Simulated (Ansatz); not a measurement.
Species: CHS, charge 0, multiplicity 2. SMILES: S[C]
Geometry: optimised at B3LYP-D3(BJ)/def2-TZVP (Ansatz, a first-principles code).

Wanted: atomisation energy, in kcal/mol. Terms: non-relativistic; UHF or UKS for open shells; spin-orbit terms left out; atomisation electronic, to ground-state atoms; valence correlation only; dispersion terms only where a functional's name holds one. Basis-set limits of correlation are two-point, X^-3; Hartree-Fock from the larger set. Ab initio and DFT rows: single points at B3LYP-D3(BJ) geometries (Ansatz).

```
species     coefficient  E at HF/STO-3G (Ansatz), Eh  E at wB97M-V/def2-TZVPD (Ansatz), Eh
----------  -----------  ---------------------------  ------------------------------------
[C]S (CHS)           -1                   -430.99223                            -436.73164
C atom               +1                    -37.19839                             -37.84643
H atom               +1                     -0.46658                              -0.49411
S atom               +1                   -393.13022                            -398.09150
```

Coupled cluster (Ansatz) is a level with limits of its own, used here on species with T1 under 0.025 (0.045 for open shells) and stable references: CCSD(T)/CBS(aug-cc-pV(T+d)Z,aug-cc-pV(Q+d)Z). Value to compare with, CCSD(T)/CBS(aug-cc-pV(T+d)Z,aug-cc-pV(Q+d)Z) (Ansatz): 185.6 kcal/mol. 1 Eh = 627.5095 kcal/mol.

Q: Work the quantity out at each level, and compare with CCSD(T)/CBS(aug-cc-pV(T+d)Z,aug-cc-pV(Q+d)Z) (Ansatz).

A: 
- HF/STO-3G: the sum of coefficient times E is 0.19704 Eh, or 123.64 kcal/mol. Result: 123.6 kcal/mol. Its difference against CCSD(T)/CBS(aug-cc-pV(T+d)Z,aug-cc-pV(Q+d)Z) (Ansatz) is -62.0 kcal/mol.
- wB97M-V/def2-TZVPD: the sum of coefficient times E is 0.29960 Eh, or 188.00 kcal/mol. Result: 188.0 kcal/mol. Its difference against CCSD(T)/CBS(aug-cc-pV(T+d)Z,aug-cc-pV(Q+d)Z) (Ansatz) is 2.4 kcal/mol.
